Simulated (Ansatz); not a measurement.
Frontier orbitals of CH5Cl3GeOSi (`C[O][GeH2][Si](Cl)(Cl)Cl`).

| atom | x (Å) | y (Å) | z (Å) |
| --- | --- | --- | --- |
| C1 | 1.099 | 0.326 | 1.629 |
| O2 | 1.316 | -0.675 | 0.661 |
| Ge3 | 0.721 | -0.409 | -0.991 |
| Si4 | -1.654 | -0.117 | -0.929 |
| Cl5 | -2.436 | -0.345 | -2.804 |
| Cl6 | -2.515 | -1.490 | 0.311 |
| Cl7 | -2.151 | 1.749 | -0.256 |
| H8 | 0.037 | 0.431 | 1.882 |
| H9 | 1.474 | 1.306 | 1.306 |
| H10 | 1.637 | 0.037 | 2.534 |
| H11 | 1.103 | -1.675 | -1.764 |
| H12 | 1.368 | 0.861 | -1.579 |

Total charge 0; spin multiplicity 1. Correlated methods include outer-core shells of Ge, which these sets cover unevenly. Scalar relativity is left out up to krypton. The geometry is a stationary point of PBE0-D4/def2-TZVP. It is one conformer, not always the lowest. Basis def2-TZVPP, the Gaussian-basis code of Ansatz.

| functional | HOMO (eV) | LUMO (eV) | gap (eV) |
| --- | --- | --- | --- |
| PBE | -6.40 | -1.72 | 4.68 |
| PBE0 | -7.82 | -0.90 | 6.92 |
| B3LYP | -7.60 | -1.05 | 6.55 |
| r2SCANh | -7.24 | -1.23 | 6.01 |
| CAM-B3LYP | -9.15 | 0.19 | 9.34 |
| LC-ωPBE | -10.41 | 1.29 | 11.70 |
| ωB97M-V | -9.96 | 0.96 | 10.92 |

From PBE to PBE0 the HOMO moves by −1.42 eV and the LUMO by +0.82 eV, and with ωB97M-V by −3.57 and +2.69 eV, so the gap grows from 4.67 to 10.92 eV with exact exchange. A positive LUMO is unbound and depends on the basis.

B3LYP here is the variant with VWN-RPA as its local correlation; programs differ in this. LC-ωPBE has ω = 0.4 bohr⁻¹.
